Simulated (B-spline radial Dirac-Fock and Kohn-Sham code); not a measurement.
**Auger decay of the N5 hole in Tl³⁺**

System: thallium as Tl³⁺, configuration [Xe] 4f14 5d10.

Method: independent-particle radiative and Coulomb Auger rates from relativistic LDA hole-state orbitals, with Dirac-Fock energies. Computed with a B-spline atomic structure program. Kinetic energies are configuration averages from the vacuum level; the two-hole energies are estimated from single-hole states.

```tsv
transition	kinetic energy (eV)	width (meV)	share (%)
N5-N6O1	67.47	70.0	1.0
N5-N7O1	71.92	605	8.6
N5-N6N7	81.41	1380	19.6
N5-N7N7	86.63	1160	16.5
N5-N6O2	112.1	44.5	0.6
N5-N7O2	116.3	626	8.9
N5-N6O3	133.1	95.3	1.4
N5-N7O3	137.6	640	9.1
N5-O1O5	183.1	74.1	1.1
N5-N6O5	200.9	518	7.4
N5-N7O4	202.7	493	7.0
N5-N7O5	205.4	932	13.2
N5-O2O5	226.6	48.3	0.7
N5-O3O5	247.9	65.8	0.9
N5-O4O5	310.5	51.9	0.7
N5-O5O5	313.1	57.4	0.8
```

Coster-Kronig rates are the weakest part of this model and often come out 1.5 to 2.5 times too large. Super-Coster-Kronig decay this fast strains the one-particle picture, and such widths tend to come out too large. The listed channels hold 97 % of the non-radiative rate. Summed by principal shells, of 7.05 eV in all: NNO 57.6 %, NNN 36.7 %, NOO 5.7 %.
